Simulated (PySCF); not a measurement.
Computed shifts of a molecule C4H6ClF, PBE0/pcSseg-1 run with PySCF, GIAO, gas phase, atoms alike by connectivity averaged where their shifts nearly agree, in ppm (number of nuclei): ¹³C: 146.3 (1), 131.8 (1), 89.0 (1), 23.3 (1). ¹⁹F: -214.8 (1). ¹H: 6.54 (1), 6.27 (1), 5.69 (1), 1.67 (3). References: ¹³C against TMS (σ = 186.3 ppm); ¹⁹F against CFCl3 (σ = 167.2 ppm); ³⁵Cl against HCl (σ = 945.9 ppm); ¹H against TMS (σ = 31.56 ppm), references at their B3LYP-D3(BJ)/def2-TZVP geometries, non-relativistic (without spin–orbit terms, shifts of atoms bonded to Cl or Br come out too high). Coordinates come from a PBE0-D3(BJ)/def2-SVP optimisation. Other conformers were not sampled.

Pick the molecule that these values belong to.
A. C[C@@H](F)/C=C\Cl
B. FC1(Cl)CCC1
C. C[C@@]1(Cl)C[C@@H]1F
D. C=CC[C@H](F)Cl

A, C[C@@H](F)/C=C\Cl
